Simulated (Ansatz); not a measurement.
Isolated molecules relaxed with PBE0-D4/def2-TZVP in Ansatz; ΔE leaves out vibrations. CCSD(T)/CBS is the MP2 limit (def2-TZVPP, def2-QZVPP) plus CCSD(T) − MP2 in def2-TZVPP, frozen cores. Each species was taken in one conformer, which may not be the lowest.

Reaction (formal exchange of groups at the Si–S bond): `O=C([SiH3])S[SiH3]` + `C[SiH]1B[SiH2]1` → `C[SiH]1[SiH2]B1[SiH3]` + `O=C([SiH3])S`

```csv
species,CCSD(T)/def2-TZVPP energy (Eh)
`O=C([SiH3])S[SiH3]`,-1092.61610
`C[SiH]1B[SiH2]1`,-645.06372
`C[SiH]1[SiH2]B1[SiH3]`,-935.32646
`O=C([SiH3])S`,-802.33884
```

Problem. Work out ΔE.

Solution. ΔE = (-935.32646) + (-802.33884) − (-1092.61610) − (-645.06372) = 0.01452 Eh = +9.1 kcal/mol. CCSD(T)/CBS gives +9.7 kcal/mol.

Largest T1 diagnostic among the species: 0.017.

In def2-TZVPP, CCSD(T) changes the Hartree–Fock value by −2.0 kcal/mol (the triples alone add −0.1 kcal/mol) and MP2 by −1.7 kcal/mol.
